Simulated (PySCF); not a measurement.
C3H8Si (SMILES C=C[SiH2]C), singlet, at a GFN2-xTB geometry, atoms displaced at random by about 0.08 Å a coordinate. Base run: TPSS/6-31G, gradient (PySCF).

PySCF was given this input:
```python
from pyscf import gto, scf, dft

mol = gto.Mole()
mol.atom = '''
    Si    0.43118859   -0.44562221    0.50331292
    C     1.79956666    0.18601095   -0.53918074
    C    -1.12854028    0.01210569   -0.36397129
    C    -2.22173616    0.72490449   -0.04315432
    H     0.58496333   -1.87383209    0.63492374
    H     0.59401141    0.26522551    1.78496526
    H     2.12582217    1.45079949   -0.84111880
    H     2.90095906    0.03011694    0.06938044
    H     1.99336923   -0.25834020   -1.49694736
    H    -1.27015805   -0.43678080   -1.47802645
    H    -3.08741029    0.93865716   -0.59390220
    H    -2.16402830    1.13700286    1.04613937
'''
mol.basis = '6-31g'
mol.verbose = 4
mol.build()

mf = dft.RKS(mol)
mf.xc = 'tpss'
mf.kernel()
g = mf.nuc_grad_method()
grad = g.kernel()
```

The coordinate followed is z of atom 6.

Each row names what was changed in the base input (with any setting that the change needs).

| change | dE/dx (Eh/bohr) | net force (Eh/bohr) |
|---|---|---|
| base | -0.011849 | 0.000047 |
| density fitting = on; auxbasis_response = off | -0.011870 | 0.000298 |
| grids.level = 1; grid_response = on | -0.011840 | 0.000000 |
| grids.level = 0; grid_response = on | -0.010611 | 0.000000 |
| grid_response = on | -0.011854 | 0.000000 |
| grids.level = 5; grid_response = off | -0.011848 | 0.000002 |
| conv_tol = 1e-6 | -0.011851 | 0.000047 |
| finite difference step (bohr) = 0.01; conv_tol = 1e-11 | -0.011858 | - |
| grids.level = 0; grid_response = off | -0.012384 | 0.009040 |
| finite difference step (bohr) = 1e-4; conv_tol = 1e-11 | -0.011854 | - |
| grids.level = 1; grid_response = off | -0.011843 | 0.000339 |
| finite difference step (bohr) = 1e-5; conv_tol = 1e-11 | -0.011854 | - |

The net force is zero for an exact gradient.
